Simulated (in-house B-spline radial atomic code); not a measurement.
## Zr⁶⁺: [Ar] 3d10 4s2 4p3 4d1 (an excited or competing configuration)

Method: Dirac-Hartree-Fock, average of configuration, Fermi nucleus of rms radius 4.2694 fm. Calculated with an all-electron radial atomic-structure program (B-spline basis).

Effective charges: Z_r = [3n² - l(l+1)]/(2<r>) from the radius, Z_e = n√(-2ε) from the energy, and Slater's rules. Values are occupation-weighted means over j. An effective charge above Z reflects the relativistic contraction of the inner shells.

```json
{"shell": "1s", "electrons": "2", "ε (eV)": "-18200", "<r> (bohr)": "0.03705", "Z_r": "40.48", "Z_e": "36.57", "Slater": "39.70"}
{"shell": "2s", "electrons": "2", "ε (eV)": "-2668.9", "<r> (bohr)": "0.1619", "Z_r": "37.07", "Z_e": "28.01", "Slater": "35.85"}
{"shell": "2p", "electrons": "6", "ε (eV)": "-2384.3", "<r> (bohr)": "0.1416", "Z_r": "35.31", "Z_e": "26.48", "Slater": "35.85"}
{"shell": "3s", "electrons": "2", "ε (eV)": "-540.32", "<r> (bohr)": "0.4545", "Z_r": "29.70", "Z_e": "18.91", "Slater": "28.75"}
{"shell": "3p", "electrons": "6", "ε (eV)": "-444.43", "<r> (bohr)": "0.459", "Z_r": "27.23", "Z_e": "17.15", "Slater": "28.75"}
{"shell": "3d", "electrons": "10", "ε (eV)": "-287.32", "<r> (bohr)": "0.4485", "Z_r": "23.41", "Z_e": "13.79", "Slater": "18.85"}
{"shell": "4s", "electrons": "2", "ε (eV)": "-141.85", "<r> (bohr)": "1.153", "Z_r": "20.81", "Z_e": "12.92", "Slater": "13.30"}
{"shell": "4p", "electrons": "3", "ε (eV)": "-116.43", "<r> (bohr)": "1.249", "Z_r": "18.42", "Z_e": "11.70", "Slater": "13.30"}
{"shell": "4d", "electrons": "1", "ε (eV)": "-77.438", "<r> (bohr)": "1.515", "Z_r": "13.86", "Z_e": "9.54", "Slater": "7.00"}
```

The least bound orbital is 4d5/2 at -77.33 eV, and it is also the most diffuse (<r> = 1.518 bohr).

Spin-orbit splittings of the orbital energies (j = l + 1/2 above j = l - 1/2 when positive): 2p 86.49 eV, 3p 14.36 eV, 3d 2.602 eV, 4p 2.208 eV, 4d 0.27 eV.

For the 1s electron the small component carries 2.12 % of the norm, the zero-frequency Breit interaction raises the level by 33.07 eV, self-energy by 17.92 eV, and vacuum polarisation lowers it by 2 eV.
